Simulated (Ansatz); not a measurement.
Consider the ligand exchange at the Si–N bond: `O[SiH](F)[NH][GeH3]` + `N[Si](O)(F)F` → `O[SiH](F)N[Si](O)(F)F` + `[NH2][GeH3]`.

Program: Ansatz. Geometries: PBE0-D4/def2-TZVP. ΔE: electronic, gas phase. CBS: MP2 limit from def2 TZ/QZ plus the TZ coupled-cluster correction, frozen cores. DFT in def2-TZVPP. B3LYP here is the variant with VWN-RPA as its local correlation; programs differ in this. For Ge outer-core shells are correlated without core-valence functions, which leaves a few kJ/mol of doubt a bond. Scalar relativity is left out up to krypton. Each species was taken in one conformer, which may not be the lowest.

| level | ΔE (kJ/mol) |
| --- | --- |
| r2SCAN-D4 | 0.6 |
| B3LYP-D4 | 1.5 |
| MP2/def2-QZVPP | 5.1 |
| SCS-MP2/def2-QZVPP | 5.3 |

(1) What does CCSD(T)/CBS give? (Estimate.)

Largest T1 diagnostic among the species: 0.012.

## Answers

(1) Computed: +4.0 kJ/mol. The listed levels differ from it by -3.4, -2.5, 1.1, 1.3 kJ/mol.
